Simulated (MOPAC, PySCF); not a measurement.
H$_{2}$Cl$_{2}$S$_{2}$Si, SMILES `S[Si](S)(Cl)Cl` (H–S–Si–Cl torsion 53°, Cl–Si–S–H torsion -53°), neutral singlet in the gas phase. 

Z-matrix (Å, degrees):
```
Si
Cl 1 2.0374
Cl 1 2.0495 2 110.97
S 1 2.1214 2 105.14 3 118.12
H 4 1.3460 1 93.27 2 -171.81
S 1 2.1214 2 105.14 4 123.77
H 6 1.3460 1 93.27 2 171.80
```
Charge 0, multiplicity 1.

All levels are single points at this geometry (r2SCAN-D4/def2-TZVP); Pople sets use spherical d functions. Orbital energies aren't observables, and empty levels follow the basis.

B3LYP/LANL2DZ in PySCF gives dipole (D) = 3.08.

Problem. Estimate the dipole (D) from each of these levels: PBE-D3(BJ)/def2-TZVP in PySCF; r2SCAN-D4/def2-TZVP in PySCF; B3LYP/6-311+G** in PySCF; B3LYP/6-31G* in PySCF; M06-2X/6-31G* in PySCF; PBE/6-31G* in PySCF; SVWN5/6-31G* in PySCF; HF/3-21G in PySCF; HF/6-31G* in PySCF; HF/STO-3G in PySCF; PM3 in MOPAC; PM7 in MOPAC.

Solution. 
```
level                          dipole (D)
-----------------------------  ----------
PBE-D3(BJ)/def2-TZVP in PySCF        1.83
r2SCAN-D4/def2-TZVP in PySCF         1.92
B3LYP/6-311+G** in PySCF             2.25
B3LYP/6-31G* in PySCF                2.34
M06-2X/6-31G* in PySCF               2.41
PBE/6-31G* in PySCF                  2.34
SVWN5/6-31G* in PySCF                2.44
HF/3-21G in PySCF                    3.33
HF/6-31G* in PySCF                   2.48
HF/STO-3G in PySCF                   3.50
PM3 in MOPAC                         2.69
PM7 in MOPAC                         2.98
```
